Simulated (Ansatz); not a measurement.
Geometry optimisation, RKS PBE0-D4/def2-SVP in Ansatz 0.2.0.

input.yaml

```yaml
crystal:
  periodic: [false, false, false]
  atoms:
    - { symbol: Al, position_ang: [-0.3347, -0.3375, -0.2391] }
    - { symbol: "N", position_ang: [1.5134, 0.9036, -0.0092] }
    - { symbol: "N", position_ang: [-0.0642, -1.9971, 0.3415] }
    - { symbol: "N", position_ang: [-1.3367, 0.2601, -1.5725] }
    - { symbol: H, position_ang: [0.5318, 1.1606, 0.8671] }
    - { symbol: O, position_ang: [-0.6191, 1.0522, 1.4174] }
    - { symbol: H, position_ang: [2.3613, 0.6319, 0.4658] }
    - { symbol: H, position_ang: [1.692, 1.7183, -0.5769] }
    - { symbol: H, position_ang: [0.4597, -2.2818, 1.1545] }
    - { symbol: H, position_ang: [-0.325, -2.8226, -0.1783] }
    - { symbol: H, position_ang: [-1.6026, -0.1869, -2.4358] }
    - { symbol: H, position_ang: [-1.748, 1.1818, -1.5393] }
    - { symbol: H, position_ang: [-0.5278, 0.7173, 2.3049] }
basis:
  gaussian: { orbitals: def2-SVP }
hamiltonian:
  xc: pbe0
  dispersion: d4
relax:
  f_tol: 0.15
  max_steps: 25
  restrain:
    - { distance: [0, 5], at: 1.87, k: 30.0 }
    - { distance: [4, 1], at: 1.02, k: 30.0 }
    - { distance: [0, 1], at: 3.22, k: 30.0 }
    - { distance: [4, 5], at: 2.27, k: 30.0 }
```

Command:

```bash
$ ansatz run input.yaml --threads 2 --pin off --max-ram 3072MiB --backend cpu --events-out ev --progress --plain --runs-dir out
```

Question: Where does it end, and by what steps?

Answer: The forces met the threshold. The restraints hold the end off the free minimum. After 10 steps the energy has fallen by 0.771 eV (the restraints' own energy left out); H5 moved furthest, 0.84 Å. Parted: Al1–N2. Joined: N2–H5.

| step | energy less start (eV) | largest force component (eV/Å) | accepted |
| --- | --- | --- | --- |
| 0 | 0.0000 | 3.042 | yes |
| 1 | 0.0939 | 5.392 | yes |
| 2 | -0.1019 | 3.334 | yes |
| 3 | -0.1999 | 2.018 | yes |
| 4 | -0.4106 | 1.662 | yes |
| 5 | -0.5743 | 1.362 | yes |
| 6 | -0.6942 | 1.345 | yes |
| 7 | -0.7474 | 1.433 | yes |
| 8 | -0.7506 | 1.328 | yes |
| 9 | -0.7501 | 1.552 | yes |
| 10 | -0.7709 | 1.334 | yes |

```xyz
13
Properties=species:S:1:pos:R:3
Al -0.800 -0.438 0.040
N 1.929 1.244 -0.004
N -0.385 -2.133 0.354
N -1.527 0.115 -1.474
H 1.290 1.511 0.747
O -0.756 0.771 1.391
H 2.838 1.060 0.415
H 2.035 2.053 -0.612
H 0.199 -2.454 1.117
H -0.545 -2.893 -0.296
H -1.452 -0.336 -2.377
H -1.900 1.051 -1.580
H -0.927 0.449 2.278
```

Whether the end is a true minimum wasn't checked by a vibrational analysis.

Run time: 39 s on 2 threads of Arm Neoverse V1, with other jobs on the host, peak memory 0.26 GiB.
